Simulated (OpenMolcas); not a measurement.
Computed levels of Kr VII

```
Program             : OpenMolcas 26.06
Method              : XMS-CASPT2, IPEA 0.25 Eh, imaginary shift 0.1 Eh (closed shells correlated: 3d)
Basis               : ANO-RCC-VTZP [6s5p3d1f]
Scalar Hamiltonian  : DKH2, point nucleus
Active space        : 2 electrons in 4 orbitals (4s 4p)
State averaging     : 2S+1 = 3 even, 3 roots; 2S+1 = 1 even, 7 roots (6 in the spin-orbit step); 2S+1 = 3 odd, 3 roots; 2S+1 = 1 odd, 3 roots
Spin-orbit coupling : RASSI with atomic mean-field integrals over the reference wave functions, term energies averaged over their components
```

Spin-free terms above the lowest, with the occupations of the reference:

```tsv
Configuration	Term	E (eV)	Occupations
4s2	1S	0.0000	4s 1.95 4p 0.05
4s 4p	3P*	14.985	4s 1.00 4p 1.00
4s 4p	1P*	21.475	4s 1.00 4p 1.00
```

With spin-orbit coupling, above the lowest level:

| Configuration | Term | J | E (eV) | Measured (eV) | Term weight % |
| --- | --- | --- | --- | --- | --- |
| 4s2 | 1S | 0 | 0.0000 | 0.0000 | 100 |
| 4s 4p | 3P* | 0 | 14.291 | 14.5545 | 100 |
| 4s 4p | 3P* | 1 | 14.606 | 14.8899 | 100 |
| 4s 4p | 3P* | 2 | 15.333 | 15.6906 | 100 |
| 4s 4p | 1P* | 1 | 21.508 | 21.1808 | 100 |

Against the 4 measured excited levels shown (Saloman, J. Phys. Chem. Ref. Data 36, 215 (2007)) the mean absolute deviation is 2500 cm-1; the largest miss in energy is 4s 4p 3P* 2: computed 15.333, measured 15.6906 eV (-2.3 %).

Spin-orbit coupling puts the lowest level 0.0007 eV below the lowest spin-free term.

Over all roots computed the reference weight is 0.86 to 0.99; the roots of lowest weight are the least certain, and an intruder state may touch them. Some high roots are left out of the spin-orbit mixing, which shifts the levels that they would mix with. Computed and measured levels are paired by configuration, term and J; levels that our copy of the source lacks, or whose pairing is in doubt (as where it misses far off the trend of its configuration), stay unpaired and out of the deviations. Levels of configurations outside the active space are missing. The first state left out of the spin-orbit step lies near 330000 cm-1 above the lowest spin-free state of the reference (among the parities and spins computed), and the list stops at four fifths of that energy or lower.

The term weight is that of the spin-free term in the level, not the purity of its configuration. * marks odd parity.
